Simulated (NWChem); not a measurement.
System: SiH3I; SMILES [SiH3]I

NWChem input:

```
start job
memory heap 200 mb stack 900 mb global 1100 mb
geometry units angstroms noautoz
  Si     0.000000     0.000000     1.799927
  I      0.000000     0.000000    -0.649111
  H      1.082660     0.906455     2.273763
  H      0.243683    -1.390839     2.273763
  H     -1.326343     0.484384     2.273763
end
basis spherical
  * library def2-tzvp
end
ecp
  I library def2-ecp
end
dft
  xc b3lyp
  iterations 150
  mulliken
end
task dft energy
```

The geometry was optimised at PBE0/def2-SVP. def2 effective core potentials on I; no spin-orbit coupling.

Task: What results follow from this input? (B3LYP/def2-TZVP with def2 effective core potentials on I.) Quantities: basis functions; energy (Ha); highest occupied level (eV); orbital gap (eV); dipole (D).

Result: 
```
Quantity                      Result
---------------------------  -------
number of basis functions        105
energy (Ha)                  -589.16
highest occupied level (eV)    -7.48
orbital gap (eV)                6.43
dipole (D)                      1.14
```
